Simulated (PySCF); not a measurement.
Two species compared at the same levels of theory.

First species: SiH2(NHMe)2, C₂H₁₀N₂Si.
InChI=1S/C2H10N2Si/c1-3-5-4-2/h3-4H,5H2,1-2H3

Second species: C₇H₉NO.
SMILES with atom numbers: `[N:1]#[C:2][CH2:3][C@@H:4]1[CH2:5][CH2:6][C@H:7]2[O:8][C@@H:9]12` (hydrogens: H10, H11 on C3; H12 on C4; H13, H14 on C5; H15, H16 on C6; H17 on C7; H18 on C9)

Levels: CAM-B3LYP/def2-SVPD for HOMO energy, LUMO energy, HOMO–LUMO gap and static isotropic polarisability; TDDFT CAM-B3LYP/def2-SVPD for lowest singlet excitation. Geometries: PBE0-D3(BJ)/def2-SVP. Each structure is a single optimised conformer of the isolated species, non-relativistic unless stated; the electronic structure was computed with PySCF and density fitting.

Values for the first species:

* HOMO energy: -7.98 eV
* LUMO energy: 1.32 eV
* HOMO–LUMO gap: 9.30 eV
* Lowest singlet excitation: 6.09 eV
* Static isotropic polarisability: 69.7 au

Task: Estimate the same properties for the second species, and the change in each.

Result: 
```
                       property     first    second  second less first
                    HOMO energy  -7.98 eV  -9.41 eV           -1.43 eV
                    LUMO energy   1.32 eV   0.92 eV           -0.40 eV
                  HOMO–LUMO gap   9.30 eV  10.33 eV           +1.03 eV
      lowest singlet excitation   6.09 eV   7.56 eV           +1.47 eV
static isotropic polarisability   69.7 au   80.6 au           +10.9 au
```

On the first: No computed singlet falls in the visible range (750 to 380 nm, 1.65 to 3.26 eV); S1 lies 2.83 eV above its blue end. S1 lies 3.21 eV below the HOMO–LUMO gap; its leading configuration is HOMO→LUMO, weight 0.50.

On the second: The principal polarisabilities are 74.0, 82.3 and 85.6 au; their mean is the isotropic value. The 6 singlets span 7.56 to 8.25 eV, and their oscillator strengths add up to 0.04.
